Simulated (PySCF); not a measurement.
Rows and methods have been separated. Pair them.

Compound: B3H4NO3.
Atom-mapped SMILES: `[NH2:1][B:2]1[O:3][BH:4][O:5][BH:6][O:7]1` (hydrogens: H8, H9 on N1; H10 on B4; H11 on B6)

Cartesian coordinates in Å at the PBE0-D3(BJ)/def2-SVP level; atoms count from 1:
```xyz
11
B3H4NO3 angstrom
N      2.034   -0.580   -0.319
B      0.720   -0.203   -0.044
O     -0.345   -0.973   -0.491
B     -1.625   -0.611   -0.198
O     -1.866    0.524    0.535
B     -0.823    1.305    0.972
O      0.458    0.949    0.685
H      2.825   -0.040    0.002
H      2.259   -1.416   -0.837
H     -2.548   -1.283   -0.580
H     -1.047    2.302    1.610
```

The closed-shell ground state was solved 5 times with PySCF (density fitting, gas phase), always in the pcSseg-1 basis (139 functions), with these functionals: B97-2, B97-D, HF, LC-wPBE and PBE0.

```
row  total energy (Eh)  HOMO (eV)  LUMO (eV)  dipole (D)
  P          -357.2833      -8.26      -0.19        2.43
  Q          -357.4538      -6.81      -1.02        2.52
  R          -357.4614     -11.12       2.16        2.35
  S          -357.5607      -7.97      -0.17        2.40
  T          -355.7380     -11.72       3.60        2.03
```

**Question.** Which functional belongs to which row?

**Answer.** P = PBE0, Q = B97-D, R = LC-wPBE, S = B97-2, T = HF. By rising HOMO–LUMO gap: B97-D (GGA) 5.79 eV; B97-2 (global hybrid, 21 % exact exchange) 7.80 eV; PBE0 (global hybrid, 25 % exact exchange) 8.07 eV; LC-wPBE (range-separated hybrid) 13.28 eV; HF (all exact exchange) 15.32 eV. Total energies of different functionals aren't bounds to one another; each is stationary for its own functional.

B97-D is run here without its empirical dispersion term; that term would change no orbital, density or response property at a fixed geometry.
